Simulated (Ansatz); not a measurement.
Ansatz (a first-principles code) input:

Ansatz 0.2 input:
```yaml
crystal:
  periodic: [false, false, false]
  atoms:
    - {symbol: Si, position_ang: [1.20246624, -0.33920449, -0.22124673]}
    - {symbol: O, position_ang: [1.75137592, -0.10526372, -1.62564756]}
    - {symbol: Br, position_ang: [-0.88130099, 0.15974207, 0.46007527]}
basis:
  gaussian:
    orbitals: def2-TZVP
hamiltonian:
  xc: {name: PBE}
magnetization: {spin_polarized: true, initial_magnetization: 1}
relax: {f_tol: 0.003, max_steps: 100}
```

Which total energy does the run end on?

-2938.32859 Eh (PBE/def2-TZVP). The basis has 116 functions.

It need not be the lowest isomer of its formula.
